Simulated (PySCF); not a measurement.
## Cl (chlorine, neutral) across methods

[Ne] 3s1 3p6, 2S determinant (an excited configuration). All numbers are calculated (PySCF 2.14, the non-relativistic Hamiltonian (point nucleus), in aug-cc-pwCVQZ (10s9p7d5f3g, 134 functions)).

```json
{"method": "UHF", "E (hartree)": "-458.92289", "mean ε 3s α (eV)": "-32.507", "mean ε 3p α (eV)": "-15.672", "mean ε 3p β (eV)": "-11.809", "Σ⟨r²⟩ (bohr²)": "28.98", "⟨S²⟩": "0.780"}
{"method": "PBE0", "E (hartree)": "-459.5386", "mean ε 3s α (eV)": "-24.618", "mean ε 3p α (eV)": "-11.309", "mean ε 3p β (eV)": "-9.728", "Σ⟨r²⟩ (bohr²)": "28.35", "⟨S²⟩": "0.756"}
{"method": "PBE", "E (hartree)": "-459.5330", "mean ε 3s α (eV)": "-21.766", "mean ε 3p α (eV)": "-9.630", "mean ε 3p β (eV)": "-8.635", "Σ⟨r²⟩ (bohr²)": "28.40", "⟨S²⟩": "0.753"}
{"method": "r2SCAN", "E (hartree)": "-459.6621", "mean ε 3s α (eV)": "-22.972", "mean ε 3p α (eV)": "-10.177", "mean ε 3p β (eV)": "-8.805", "Σ⟨r²⟩ (bohr²)": "28.29", "⟨S²⟩": "0.758"}
{"method": "M06-2X", "E (hartree)": "-459.6711", "mean ε 3s α (eV)": "-26.614", "mean ε 3p α (eV)": "-12.681", "mean ε 3p β (eV)": "-10.921", "Σ⟨r²⟩ (bohr²)": "28.44", "⟨S²⟩": "0.756"}
{"method": "LDA", "E (hartree)": "-458.2376", "mean ε 3s α (eV)": "-21.712", "mean ε 3p α (eV)": "-9.693", "mean ε 3p β (eV)": "-8.772", "Σ⟨r²⟩ (bohr²)": "28.46", "⟨S²⟩": "0.753"}
{"method": "BHandHLYP", "E (hartree)": "-459.6672", "mean ε 3s α (eV)": "-27.333", "mean ε 3p α (eV)": "-12.851", "mean ε 3p β (eV)": "-10.664", "Σ⟨r²⟩ (bohr²)": "28.56", "⟨S²⟩": "0.760"}
{"method": "TPSS", "E (hartree)": "-459.7292", "mean ε 3s α (eV)": "-22.236", "mean ε 3p α (eV)": "-9.796", "mean ε 3p β (eV)": "-8.663", "Σ⟨r²⟩ (bohr²)": "28.28", "⟨S²⟩": "0.753"}
```
